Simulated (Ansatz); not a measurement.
`[SiH3]C1(Br)O[SiH2]1` + HCl → `ClC1(Br)O[SiH2]1` + SiH₄ at 700 K and 1 bar (substitution at a C–Si bond).

Calculated with Ansatz (gas phase, PBE0-D4/def2-TZVP geometries, no zero-point term in ΔE). CBS: MP2 limit from def2 TZ/QZ plus the TZ coupled-cluster correction, frozen cores. This one scheme is used for every species. For Br outer-core shells are correlated without core-valence functions, which leaves a few kJ/mol of doubt a bond. Scalar relativity is left out up to krypton.

```
               species  CCSD(T)/CBS energy (Eh)  H − E (kJ/mol)  S (J/(mol·K))
`[SiH3]C1(Br)O[SiH2]1`              -3267.67849           220.1          488.2
                   HCl               -460.38127            38.4          211.8
    `ClC1(Br)O[SiH2]1`              -3436.56993           137.9          433.7
                  SiH₄               -291.46306           115.5          252.9
```

H − E and S are ideal-gas, rigid-rotor, harmonic terms from PBE0-D4/def2-TZVP, for one conformer and one mirror image of each species. 1 Eh = 2625.50 kJ/mol, R = 8.31446 J/(mol·K).

Problem. By hand: ΔE, ΔH, ΔS and ΔG.

Solution. ΔE = (-3436.56993) + (-291.46306) − (-3267.67849) − (-460.38127) = 0.02677 Eh = 70.3 kJ/mol. Δ(H − E) = 137.9 + 115.5 − 220.1 − 38.4 = -5.1, so ΔH = 65.2 kJ/mol. ΔS = 433.7 + 252.9 − 488.2 − 211.8 = -13.4 J/(mol·K). ΔG = 65.2 − 700 × (-13.4)/1000 = 74.6 kJ/mol.

Problem. By hand: the equilibrium constant, and the temperature at which ΔG would vanish if ΔH and ΔS stayed fixed.

Solution. log₁₀ K = −ΔG/(RT ln 10) = -5.6. ΔH and −TΔS have one sign here, so there is no such temperature.

The number of gas molecules stays the same, so ΔS is small and ΔH decides. A doubt of 5 kJ/mol in ΔE shifts log₁₀ K by 0.4 here. Other conformers and mirror images would add mixing entropy, several J/(mol·K) or more a flexible species. These are equilibria of isolated gas molecules and say nothing of rates. Largest T1 diagnostic: 0.013 (customary marks: 0.02 for closed shells, 0.045 for open ones).
